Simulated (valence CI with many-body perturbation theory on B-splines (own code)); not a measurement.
**E1 transitions of Te45+**

Level of theory: valence CI with perturbative core correlation (CI+MBPT): five valence electrons over a frozen Dirac-Fock core [He], radial functions for each j: 9 s, 9 p, 8 d, 6 f, 3 g, 1 h, with the one-electron correlation potential Σ1 (screened to all orders), the two-electron term Σ2, the three-electron term Σ3, Breit, model QED; selected single and double excitations, second order for the rest (own B-spline code, finite nucleus).

The last digits are not significant, and no measured levels were compared; by estimate large intervals hold to a few tenths of a per cent, small ones and those within an open d or f shell to about a per cent. Among the levels kept, up to 1300 cm⁻¹ of a level comes from second order outside the variational space, and about a tenth of that is noise between levels of different J, which matters for small intervals.

Lines 51 to 100 of 252 in falling wavelength, among levels below 362.61 Ry, chosen from the strongest by gf and those to the six lowest levels. Wavelengths and rates use the calculated energies. Electric multipoles are in the length gauge, E1 and E2 with the static RPA response of the core. Weak lines are less certain than strong ones. Lines between different terms over intervals too small for the method are left out, as are lines whose strength nearly cancels. The highest levels of a list are the least certain.

Levels are named by their leading jj configuration (3d3/2^4 stands for four electrons in 3d with j = 3/2), which in mixed levels can hold well under half, so a name can repeat and another be missing. Letters in brackets count levels of one name in rising energy.

```csv
λ vac (nm),Upper,Lower,A (s⁻¹),S (a.u.) with core polarisation,S without
8.121,(2s^2 2p1/2 2p3/2 3d3/2) J=7/2,(2s^2 2p1/2 2p3/2 3p1/2) J=5/2,4.91e+10,1.04e-01,1.04e-01
8.081,(2s 2p1/2^2 2p3/2 3p3/2) J=3/2 [b],(2s 2p1/2^2 2p3/2 3s) J=3/2 [b],3.90e+10,4.06e-02,4.06e-02
8.070,(2s^2 2p1/2^2 3d3/2) J=3/2,(2s^2 2p1/2^2 3p1/2) J=1/2,5.53e+10,5.74e-02,5.74e-02
8.030,(2s^2 2p1/2 2p3/2 3d5/2) J=5/2 [a],(2s^2 2p1/2 2p3/2 3p1/2) J=3/2 [b],1.31e+10,2.02e-02,2.02e-02
8.007,(2s^2 2p1/2^2 3p3/2) J=3/2,(2s^2 2p1/2^2 3s) J=1/2,8.50e+10,8.61e-02,8.61e-02
7.994,(2s^2 2p1/2 2p3/2 3d3/2) J=3/2 [a],(2s^2 2p1/2 2p3/2 3p1/2) J=1/2,2.96e+10,2.98e-02,2.98e-02
7.988,(2s^2 2p1/2 2p3/2 3p3/2) J=5/2 [b],(2s^2 2p1/2 2p3/2 3s) J=3/2 [b],2.60e+10,3.92e-02,3.92e-02
7.933,(2s 2p1/2^2 2p3/2 3p3/2) J=3/2 [b],(2s 2p1/2^2 2p3/2 3s) J=1/2,5.14e+10,5.07e-02,5.07e-02
7.913,(2s^2 2p1/2 2p3/2 3p3/2) J=3/2 [a],(2s^2 2p1/2 2p3/2 3s) J=3/2 [a],1.82e+10,1.78e-02,1.78e-02
7.886,(2s 2p1/2^2 2p3/2 3d3/2) J=1/2,(2s^2 2p1/2 2p3/2 3d3/2) J=3/2 [b],3.75e+10,1.81e-02,1.82e-02
7.867,(2s^2 2p1/2 2p3/2 3d3/2) J=5/2 [b],(2s^2 2p1/2 2p3/2 3p1/2) J=5/2,9.57e+09,1.38e-02,1.38e-02
7.814,(2s^2 2p1/2 2p3/2 3d3/2) J=1/2 [a],(2s^2 2p1/2 2p3/2 3p1/2) J=1/2,5.11e+10,2.41e-02,2.41e-02
7.806,(2s 2p1/2^2 2p3/2 3p3/2) J=5/2 [a],(2s^2 2p1/2 2p3/2 3p3/2) J=5/2 [c],3.46e+10,4.87e-02,4.87e-02
7.782,(2s^2 2p1/2 2p3/2 3p3/2) J=5/2 [b],(2s^2 2p1/2 2p3/2 3s) J=5/2,1.02e+10,1.42e-02,1.42e-02
7.750,(2s 2p1/2^2 2p3/2 3p3/2) J=1/2 [b],(2s 2p1/2^2 2p3/2 3s) J=1/2,8.71e+10,4.00e-02,4.00e-02
7.447,(2s^2 2p1/2 2p3/2 3p3/2) J=5/2 [c],(2s^2 2p1/2 2p3/2 3s) J=3/2 [b],2.54e+10,3.10e-02,3.11e-02
7.393,(2s^2 2p1/2 2p3/2 3p3/2) J=3/2 [b],(2s^2 2p1/2 2p3/2 3s) J=3/2 [a],1.91e+10,1.53e-02,1.53e-02
7.267,(2s^2 2p1/2 2p3/2 3p3/2) J=5/2 [c],(2s^2 2p1/2 2p3/2 3s) J=5/2,4.60e+10,5.23e-02,5.24e-02
7.227,(2s^2 2p1/2 2p3/2 3p3/2) J=1/2 [b],(2s^2 2p1/2 2p3/2 3s) J=3/2 [b],8.18e+10,3.05e-02,3.05e-02
7.052,(2s^2 2p1/2 2p3/2 3p3/2) J=5/2 [b],(2s^2 2p1/2 2p3/2 3s) J=3/2 [a],2.79e+10,2.90e-02,2.90e-02
6.986,(2s^2 2p1/2 2p3/2 3d5/2) J=5/2 [a],(2s^2 2p1/2 2p3/2 3p1/2) J=5/2,1.73e+10,1.74e-02,1.74e-02
6.850,(2s 2p1/2^2 2p3/2 3s) J=3/2 [a],(2s^2 2p1/2 2p3/2 3s) J=3/2 [b],1.97e+10,1.25e-02,1.25e-02
6.691,(2s^2 2p1/2 2p3/2 3p3/2) J=1/2 [b],(2s^2 2p1/2 2p3/2 3s) J=1/2,3.94e+10,1.16e-02,1.16e-02
6.613,(2s 2p1/2^2 2p3/2^2) J=5/2,(2s^2 2p1/2 2p3/2^2) J=5/2,7.51e+09,6.43e-03,6.44e-03
6.367,(2s 2p1/2^2 2p3/2 3s) J=3/2 [a],(2s^2 2p1/2 2p3/2 3s) J=1/2,2.16e+10,1.10e-02,1.10e-02
6.150,(2s 2p1/2^2 2p3/2 3p3/2) J=5/2 [a],(2s^2 2p1/2 2p3/2 3p3/2) J=5/2 [a],1.74e+10,1.20e-02,1.20e-02
5.991,(2s 2p1/2^2 2p3/2^2) J=5/2,(2s^2 2p1/2 2p3/2^2) J=3/2,1.58e+10,1.00e-02,1.01e-02
5.556,(2s 2p1/2^2 2p3/2^2) J=1/2,(2s^2 2p1/2 2p3/2^2) J=1/2,3.00e+10,5.08e-03,5.10e-03
5.526,(2s 2p1/2^2 2p3/2 3s) J=1/2,(2s^2 2p1/2 2p3/2 3s) J=3/2 [b],5.66e+10,9.42e-03,9.44e-03
5.518,(2s 2p1/2^2 2p3/2^2) J=3/2,(2s^2 2p1/2 2p3/2^2) J=1/2,1.33e+08,4.41e-05,4.42e-05
5.416,(2p1/2^2 2p3/2^3) J=3/2,(2s 2p1/2 2p3/2^3) J=3/2 [b],3.42e+10,1.07e-02,1.07e-02
5.108,(2p1/2 2p3/2^4) J=1/2,(2s 2p3/2^4) J=1/2,6.74e+10,8.88e-03,8.89e-03
4.879,(2s 2p1/2^2 2p3/2^2) J=3/2,(2s^2 2p1/2 2p3/2^2) J=5/2,3.10e+10,7.10e-03,7.11e-03
4.558,(2s 2p1/2^2 2p3/2^2) J=1/2,(2s^2 2p1/2 2p3/2^2) J=3/2,6.53e+08,6.11e-05,6.12e-05
4.533,(2s 2p1/2^2 2p3/2^2) J=3/2,(2s^2 2p1/2 2p3/2^2) J=3/2,1.18e+10,2.17e-03,2.17e-03
4.515,(2p1/2^2 2p3/2^3) J=3/2,(2s 2p1/2 2p3/2^3) J=5/2,9.45e+10,1.72e-02,1.72e-02
2.765,(2s 2p1/2 2p3/2^3) J=3/2 [a],(2s^2 2p1/2 2p3/2^2) J=1/2,4.72e+09,1.97e-04,1.97e-04
2.598,(2s 2p1/2^2 2p3/2^2) J=5/2,(2s^2 2p1/2^2 2p3/2) J=3/2,1.43e+11,7.41e-03,7.43e-03
2.595,(2s 2p1/2 2p3/2^3) J=3/2 [a],(2s^2 2p1/2 2p3/2^2) J=5/2,2.05e+10,7.06e-04,7.07e-04
2.494,(2s 2p1/2 2p3/2^3) J=3/2 [a],(2s^2 2p1/2 2p3/2^2) J=3/2,5.15e+11,1.58e-02,1.58e-02
2.436,(2s 2p1/2 2p3/2^3) J=5/2,(2s^2 2p1/2 2p3/2^2) J=5/2,5.11e+11,2.19e-02,2.19e-02
2.418,(2s 2p1/2^2 2p3/2 3p3/2) J=5/2 [b],(2s^2 2p1/2^2 3p3/2) J=3/2,5.77e+11,2.42e-02,2.42e-02
2.413,(2s 2p1/2 2p3/2^3) J=1/2,(2s^2 2p1/2 2p3/2^2) J=1/2,3.82e+11,5.30e-03,5.31e-03
2.392,(2s 2p1/2^2 2p3/2 3p1/2) J=1/2,(2s^2 2p1/2^2 3p1/2) J=1/2,6.45e+11,8.72e-03,8.74e-03
2.388,(2p1/2 2p3/2^4) J=1/2,(2s 2p1/2 2p3/2^3) J=3/2 [b],1.42e+12,1.91e-02,1.92e-02
2.388,(2s 2p1/2^2 2p3/2 3p1/2) J=3/2 [b],(2s^2 2p1/2^2 3p1/2) J=1/2,5.60e+11,1.51e-02,1.51e-02
2.380,(2s 2p1/2^2 2p3/2 3s) J=1/2,(2s^2 2p1/2^2 3s) J=1/2,6.21e+11,8.27e-03,8.28e-03
2.374,(2s 2p1/2^2 2p3/2 3p3/2) J=3/2 [b],(2s^2 2p1/2^2 3p3/2) J=3/2,6.19e+11,1.63e-02,1.64e-02
2.367,(2s 2p1/2^2 2p3/2 3s) J=3/2 [b],(2s^2 2p1/2^2 3s) J=1/2,5.99e+11,1.57e-02,1.57e-02
2.360,(2s 2p1/2 2p3/2^3) J=3/2 [b],(2s^2 2p1/2 2p3/2^2) J=1/2,2.91e+11,7.56e-03,7.58e-03
```
